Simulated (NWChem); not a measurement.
Species: SnBrCl, singlet; SMILES [Cl][Sn][Br]

```xyz
3

Sn     0.6685    -0.5965     0.0000
Cl    -1.3620    -1.8537     0.0000
Br    -0.2935     1.7526     0.0000
```
Atoms are numbered in this order, from 1.

Low-valent species are run as closed-shell singlets; no triplet was tried in these runs. Coordinates come from a PBE0/def2-SVP optimisation. No frequency run checked for a minimum. def2 effective core potentials on Sn; no spin-orbit coupling.

Symmetry labels are those of Cs in the frame above (b1 and b2, or b-type labels, depend on it).

**Question.** List the 4 lowest vertical singlet excitations from PBE/def2-SVPD with def2 effective core potentials on Sn, TDA (NWChem).

**Answer.** 
```tsv
state	energy (eV)	oscillator strength	symmetry	leading excitation (squared amplitude)
S1	3.18	0.002	a"	HOMO → LUMO (0.56)
S2	3.44	0.012	a"	HOMO−1 → LUMO (0.55)
S3	3.94	0.034	a'	HOMO−2 → LUMO (0.89)
S4	4.39	0.017	a"	HOMO−4 → LUMO (0.93)
```
